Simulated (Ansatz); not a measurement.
An input meant for the cluster SnTe₂ (charge 0, singlet; atoms displaced at random, 0.08 Å in each coordinate).

```yaml
crystal:
  periodic: [false, false, false]
  atoms:
    - {symbol: Sn, position_ang: [-0.127767, -1.394303, -1.158540]}
    - {symbol: Te, position_ang: [-1.042929, 1.347009, 0.003802]}
    - {symbol: Te, position_ang: [1.404062, -0.089826, 0.883301]}
basis:
  gaussian: {orbitals: def2-mTZVP, fitting: {mean_field: cc-pVTZ-jkfit}, final_grid: {core_spheres: 5, valence_spheres: 4, degree: 11}}
hamiltonian: {xc: {name: BLYP}}
scf: {lower_state_search: off}
relax: {f_tol: 0.001, max_steps: 2}
output: {forces: true}
```

```sh
$ ansatz run in.yaml --threads 4 --pin off --events-out ev --progress --plain --max-ram 3916MiB
```

Task: Predict how Ansatz answers.

Result: The program refused the input.
```
Functional definition: BLYP
Error: [file] the basis set cc-pVTZ-JKFIT has no functions for Sn
```
